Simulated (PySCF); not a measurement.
## Working out the excitation energy of B

B [He] 2s2 2p1 (2P) → B [He] 2s1 2p1 3s1 (4P). Calculation: PySCF 2.14, in x2c-TZVPPall with one added diffuse shell each of s, p, d type (6s4p3d1f, 40 functions); the spin-free X2C one-electron Hamiltonian (Gaussian nucleus). Frozen: nothing. Energies in hartree (1 hartree = 27.21139 eV):

| part | B (lower) | B (upper) |
| --- | --- | --- |
| UHF | -24.539118 | -24.244379 |
| CCSD correlation | -0.080308 | -0.025754 |
| (T) | -0.001509 | -0.000125 |

**Question.** What does Hartree-Fock give?

**Answer.** (-24.244379) − (-24.539118) = 0.294739 hartree = 8.020 eV.

**Question.** What do CCSD and CCSD(T) give?

**Answer.** The CCSD correlation energies differ by 0.054554 hartree = 1.484 eV and the triples by 0.001384 hartree = 0.038 eV, so CCSD gives 9.504 eV and CCSD(T) 9.542 eV.

The upper state lies above the first ionisation limit, but in LS coupling its spin forbids autoionisation to the ground ion. A Rydberg-like electron needs more diffuse functions than a valence basis has.
